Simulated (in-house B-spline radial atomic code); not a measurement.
Response and correlation along the 6-electron series, closed shell [He] 2s2 (2p1/2)2; the second-order energy is extrapolated in partial waves. Computed with an all-electron radial atomic-structure program (B-spline basis): relativistic RPA and second-order many-body perturbation theory on Dirac-Hartree-Fock.

Closed in jj coupling only.

```json
{"ion": "Fe20+", "Z": "26", "dipole polarisability (bohr³)": "0.010837", "quadrupole polarisability (bohr⁵)": "0.0013596", "ratio of RPA to uncoupled dipole": "1.2992", "second order correlation energy (Eh)": "-0.28375", "C6 of two such ions (Eh bohr⁶)": "0.00051808"}
{"ion": "Co21+", "Z": "27", "dipole polarisability (bohr³)": "0.0093521", "quadrupole polarisability (bohr⁵)": "0.0010197", "ratio of RPA to uncoupled dipole": "1.2975", "second order correlation energy (Eh)": "-0.28749", "C6 of two such ions (Eh bohr⁶)": "0.00040864"}
{"ion": "Ni22+", "Z": "28", "dipole polarisability (bohr³)": "0.0081063", "quadrupole polarisability (bohr⁵)": "0.00077158", "ratio of RPA to uncoupled dipole": "1.2953", "second order correlation energy (Eh)": "-0.29097", "C6 of two such ions (Eh bohr⁶)": "0.00032512"}
{"ion": "Cu23+", "Z": "29", "dipole polarisability (bohr³)": "0.0070544", "quadrupole polarisability (bohr⁵)": "0.00058875", "ratio of RPA to uncoupled dipole": "1.2924", "second order correlation energy (Eh)": "-0.29423", "C6 of two such ions (Eh bohr⁶)": "0.00026074"}
{"ion": "Zn24+", "Z": "30", "dipole polarisability (bohr³)": "?", "quadrupole polarisability (bohr⁵)": "?", "ratio of RPA to uncoupled dipole": "?", "second order correlation energy (Eh)": "?", "C6 of two such ions (Eh bohr⁶)": "?"}
{"ion": "Ga25+", "Z": "31", "dipole polarisability (bohr³)": "0.0053985", "quadrupole polarisability (bohr⁵)": "0.00035093", "ratio of RPA to uncoupled dipole": "1.2852", "second order correlation energy (Eh)": "-0.30007", "C6 of two such ions (Eh bohr⁶)": "0.00017129"}
{"ion": "Ge26+", "Z": "32", "dipole polarisability (bohr³)": "0.0047444", "quadrupole polarisability (bohr⁵)": "0.00027393", "ratio of RPA to uncoupled dipole": "1.2809", "second order correlation energy (Eh)": "-0.30262", "C6 of two such ions (Eh bohr⁶)": "0.00014015"}
{"ion": "As27+", "Z": "33", "dipole polarisability (bohr³)": "0.0041809", "quadrupole polarisability (bohr⁵)": "0.00021529", "ratio of RPA to uncoupled dipole": "1.2762", "second order correlation energy (Eh)": "-0.30496", "C6 of two such ions (Eh bohr⁶)": "0.00011533"}
{"ion": "Se28+", "Z": "34", "dipole polarisability (bohr³)": "0.0036935", "quadrupole polarisability (bohr⁵)": "0.00017032", "ratio of RPA to uncoupled dipole": "1.2712", "second order correlation energy (Eh)": "-0.30706", "C6 of two such ions (Eh bohr⁶)": "9.5401e-05"}
{"ion": "Br29+", "Z": "35", "dipole polarisability (bohr³)": "0.0032705", "quadrupole polarisability (bohr⁵)": "0.00013558", "ratio of RPA to uncoupled dipole": "1.2658", "second order correlation energy (Eh)": "-0.30893", "C6 of two such ions (Eh bohr⁶)": "7.9301e-05"}
{"ion": "Kr30+", "Z": "36", "dipole polarisability (bohr³)": "0.002902", "quadrupole polarisability (bohr⁵)": "0.00010857", "ratio of RPA to uncoupled dipole": "1.2602", "second order correlation energy (Eh)": "-0.31061", "C6 of two such ions (Eh bohr⁶)": "6.6217e-05"}
{"ion": "Rb31+", "Z": "37", "dipole polarisability (bohr³)": "0.0025801", "quadrupole polarisability (bohr⁵)": "8.7436e-05", "ratio of RPA to uncoupled dipole": "1.2543", "second order correlation energy (Eh)": "-0.31204", "C6 of two such ions (Eh bohr⁶)": "5.5525e-05"}
{"ion": "Sr32+", "Z": "38", "dipole polarisability (bohr³)": "?", "quadrupole polarisability (bohr⁵)": "?", "ratio of RPA to uncoupled dipole": "?", "second order correlation energy (Eh)": "?", "C6 of two such ions (Eh bohr⁶)": "?"}
{"ion": "Zr34+", "Z": "40", "dipole polarisability (bohr³)": "?", "quadrupole polarisability (bohr⁵)": "?", "ratio of RPA to uncoupled dipole": "?", "second order correlation energy (Eh)": "?", "C6 of two such ions (Eh bohr⁶)": "?"}
{"ion": "Nb35+", "Z": "41", "dipole polarisability (bohr³)": "0.0016402", "quadrupole polarisability (bohr⁵)": "3.8743e-05", "ratio of RPA to uncoupled dipole": "1.2291", "second order correlation energy (Eh)": "-0.31577", "C6 of two such ions (Eh bohr⁶)": "2.8485e-05"}
{"ion": "Mo36+", "Z": "42", "dipole polarisability (bohr³)": "0.0014702", "quadrupole polarisability (bohr⁵)": "3.1987e-05", "ratio of RPA to uncoupled dipole": "1.2225", "second order correlation energy (Eh)": "-0.31626", "C6 of two such ions (Eh bohr⁶)": "2.4304e-05"}
{"ion": "Tc37+", "Z": "43", "dipole polarisability (bohr³)": "0.0013196", "quadrupole polarisability (bohr⁵)": "2.6524e-05", "ratio of RPA to uncoupled dipole": "1.216", "second order correlation energy (Eh)": "-0.31655", "C6 of two such ions (Eh bohr⁶)": "2.0797e-05"}
```

Fill in the row of Zn24+.

dipole polarisability (bohr³): 0.0061611; quadrupole polarisability (bohr⁵): 0.00045283; ratio of RPA to uncoupled dipole: 1.2891; second order correlation energy (Eh): -0.29726; C6 of two such ions (Eh bohr⁶): 0.00021063.

Fill in the row of Sr32+.

dipole polarisability (bohr³): 0.0022982; quadrupole polarisability (bohr⁵): 7.08e-05; ratio of RPA to uncoupled dipole: 1.2482; second order correlation energy (Eh): -0.31327; C6 of two such ions (Eh bohr⁶): 4.6744e-05.

Fill in the row of Zr34+.

dipole polarisability (bohr³): 0.0018325; quadrupole polarisability (bohr⁵): 4.7139e-05; ratio of RPA to uncoupled dipole: 1.2355; second order correlation energy (Eh): -0.31514; C6 of two such ions (Eh bohr⁶): 3.3487e-05.

How fast does the dipole polarisability fall along the series?

From 0.01084 to 0.00132 bohr³; a fit of its logarithm against log Z from Z = 26 to 43 has slope -4.18.
